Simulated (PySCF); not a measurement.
These compounds are isomers of formula C$_{4}$H$_{4}$F$_{2}$O.

A. `O=C(/C(=C/C)F)F`
B. `C/C(=C/F)C(=O)F`
C. SMILES [C@@H]1(C(=O)F)C[C@H]1F

Spectrum 1. $^{13}$C{$^{1}$H} NMR (computed): δ 171.1 (CH, dd, J = 376.7, 11.6 Hz), 161.0 (C, dd, J = 399.3, 5.0 Hz), 114.2 (C, dd, J = 69.6, 6.8 Hz), 15.2 (CH3, d, J = 2.0 Hz).

Spectrum 2. $^{13}$C{$^{1}$H} NMR (computed): δ 172.9 (C, d, J = 411.9 Hz), 79.0 (CH, dd, J = 301.4, 2.5 Hz), 20.7 (CH, dd, J = 79.2, 10.2 Hz), 19.6 (CH2, dd, J = 3.6, 2.9 Hz).

Spectrum 3. $^{13}$C{$^{1}$H} NMR (computed): δ 157.6 (C, dd, J = 395.6, 37.8 Hz), 154.4 (C, dd, J = 317.3, 82.3 Hz), 137.6 (CH, dd, J = 12.5, 3.8 Hz), 14.4 (CH3, d, J = 4.0 Hz).

A single conformation, no solvent, no relativistic terms, equivalent nuclei averaged. J couplings at B3LYP/pcJ-1 (spin–dipole term left out of most H,H and C,H couplings); shielding tensors at PBE0/pcSseg-1 (GIAO); coordinates at the GFN2-xTB level; PySCF.

δ = σ(ref) − σ, references computed at the same level: $^{13}$C (186.93 ppm) against TMS. One-bond C–F couplings are unscaled and too large by tens of Hz. Shifts are as computed. Against solution values, carbons near 30 ppm lie about +3 ppm off and those near 130 ppm about +5 ppm. Of 1211 compounds with measured shifts, 218 miss one by over three times the rms of a fit or turn the order of signals round; such compounds aren't used in these exercises.

Problem. Which spectrum belongs to which compound?

Solution. 1–B, 2–C, 3–A.

- Spectrum 1 (B): 4 $^{13}$C signals; δC 171.1 is a β carbon of a C=C–C=O unit; δC 114.2 is an α carbon of a C=C–C=O unit.
- Spectrum 2 (C): 4 $^{13}$C signals; δC 79.0 is a three-membered-ring carbon; δC 20.7 is a three-membered-ring carbon.
- Spectrum 3 (A): 4 $^{13}$C signals; δC 154.4 is an α carbon of a C=C–C=O unit; δC 137.6 is a β carbon of a C=C–C=O unit.
